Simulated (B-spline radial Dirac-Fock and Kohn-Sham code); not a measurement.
# Dipole and non-dipole photoemission parameters of Cr²⁺ 3p1/2

System: Cr²⁺, [Ar] 3d4; threshold 74.12 eV (orbital energy of the model). Method: Dirac-Hartree-Slater photoionisation with a Latter tail; cross sections with all multipoles, angular parameters from the dipole term and its interference with E2. Computed with a radial finite-basis atomic code.

Input file task.json (cfg lists n, l and occupation; rrms is the nuclear radius in fm):

```json
{"items": [{
  "Z": 24,
  "q": 2,
  "cfg": [[1, 0, 2], [2, 0, 2], [2, 1, 6], [3, 0, 2], [3, 1, 6], [3, 2, 4]],
  "A": 52,
  "rrms": 3.6452,
  "do": "xps",
  "hv": [60, 69.7, 80, 94.8, 98.2, 156.0, 161.0, 163.0, 200, 206.0, 214.0, 252.0, 300, 322.0, 441.0, 544.0, 600, 1470.0, 1760.0, 2000, 2080.0, 2640.0, 2810.0, 4460.0, 5600.0, 8047.8, 9250.0, 9251.7, 11700.0, 12300.0]
}]}
```

Command: `python xray2_run.py task.json out`

For linearly polarised light dσ/dΩ = σ/(4π) [1 + β P₂(cos θ) + (δ + γ cos²θ) sin θ cos φ], with θ from the polarisation vector and φ the angle between the beam and the projection of the electron momentum on the plane normal to the polarisation.

```csv
hν (eV),σ (kb),β,γ,δ
94.8,286,-0.055,0.063,0.044
98.2,300,0.087,0.088,0.038
156,346,1.193,0.091,0.001
161,340,1.230,0.083,0.000
163,338,1.243,0.079,0.000
200,287,1.416,0.025,-0.002
206,278,1.435,0.019,-0.002
214,267,1.457,0.011,-0.001
252,220,1.529,-0.012,-0.001
300,172,1.578,-0.021,0.000
322,155,1.592,-0.020,0.001
441,89.9,1.625,0.014,0.003
544,59.7,1.621,0.061,0.005
600,48.8,1.614,0.089,0.006
1470,5.73,1.424,0.455,0.024
1760,3.54,1.365,0.543,0.031
2000,2.49,1.320,0.606,0.037
2080,2.23,1.305,0.625,0.039
2640,1.13,1.213,0.744,0.054
2810,0.941,1.188,0.775,0.059
4460,0.231,0.989,1.004,0.102
5600,0.112,0.887,1.109,0.131
8047.8,?,?,?,?
9250,0.0211,0.670,1.314,0.217
9251.7,0.0210,0.670,1.314,0.217
11700,0.00938,0.577,1.406,0.267
12300,0.00788,0.558,1.425,0.279
```

Question: Give the values at Cu Kα (8047.8 eV).

Answer: σ = 0.0337 kb, β = 0.728, γ = 1.260, δ = 0.190.
